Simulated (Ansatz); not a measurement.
F2Sn (SMILES [F][Sn][F]) moved off its minimum; all values from Ansatz (a quantum-chemistry and plane-wave program), cores frozen in correlated methods. Elements past Kr take the def2 small-core potentials, without spin–orbit coupling.
(charge 0, multiplicity 1)
```xyz
3

Sn     0.0578     0.0015     0.2787
F      0.6915     1.2654    -0.9503
F     -0.7700    -1.1856    -1.0251
```

Forces at PBE/def2-TZVPP (eV/Å):

```
atom      Fx      Fy      Fz
----  ------  ------  ------
Sn1   -0.574  -1.229   1.639
F2     0.710   1.420  -1.404
F3    -0.136  -0.192  -0.235
```

Question: Give the forces (eV/Å), the total energy and the dipole at CCSD(T)/def2-TZVPPD.

Answer: 
```
atom      Fx      Fy      Fz
----  ------  ------  ------
Sn1   -0.616  -1.219   1.130
F2     0.562   1.132  -1.161
F3     0.055   0.087   0.031
```
Energy -413.0253 hartree, dipole 3.46 D.
